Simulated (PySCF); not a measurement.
Ge2H6O.
SMILES with atom numbers: `[GeH3:1][O:2][GeH3:3]` (hydrogens: H4, H5, H6 on Ge1; H7, H8, H9 on Ge3)

Method: PBE0-D3(BJ)/def2-SVP geometry optimisation, gas phase (PySCF 2.14.0).

What internal coordinates does the optimisation give?

```csv
bond,length (Å),order
"Ge1–O2, O2–Ge3",1.774,single
Ge1–H4 and 5 like bonds,1.541,single
```

Bonds in one row agree within 0.01 Å and their mean is given. Orders are formal, as drawn. A selection of angles:
```csv
angle,degrees
O2–Ge1–H4,106.5
O2–Ge1–H5,109.1
H4–Ge1–H5,110.7
H5–Ge1–H6,110.2
Ge1–O2–Ge3,131.9
O2–Ge3–H8,106.8
```

Ge1 (germanium bonded to O and 3 H) is tetrahedral (angles from 106.5° to 111.1°).

Point group: near Cs, missed by 0.20 Å at most; the miss may be what the optimiser left on a soft mode. Stationary, but not proved a minimum.

The run took 99 s wall on one thread, Arm Neoverse N1 (aarch64) (shared host), and the process peaked at 0.41 GiB of memory. These figures are those of the optimisation.
